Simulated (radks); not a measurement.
Results of a calculation; reference values are marked as such.
The tin anion Sn4-, [Xe], held by a Watson sphere: a shell of charge +4 at radius R that stands for the Madelung well of a crystal (potential energy -4/R inside, -4/r outside, in hartree with lengths in bohr). Level of theory: scalar-relativistic Kohn-Sham, r2SCAN, spin-polarised, spherical densities, finite nucleus; meta-GGA in the generalised Kohn-Sham scheme; Fermi nuclear charge, rms radius of each element as measured or else 0.836 A^(1/3) + 0.57 fm (a radial shooting solver on a logarithmic mesh with Libxc functionals).

R (bohr)  e(4d) (eV)  e(5s) (eV)  e(5p) (eV)  <r> 5p (bohr)  sum of <r^2> (bohr^2)  X-ray form factor at sin(theta)/lambda = 0.2 1/angstrom
2.38         -28.318     -15.264      -7.472          2.785                  89.35                                                   40.266
3.17         -25.332     -12.483      -6.167          3.192                  108.3                                                   39.968
4.23         -24.143     -10.110      -4.637          3.771                  138.8                                                   40.008
5.1          -23.839      -9.037      -3.738          4.263                  168.1                                                   40.138
5.87         -23.742      -8.524      -3.173          4.708                  197.7                                                   40.215
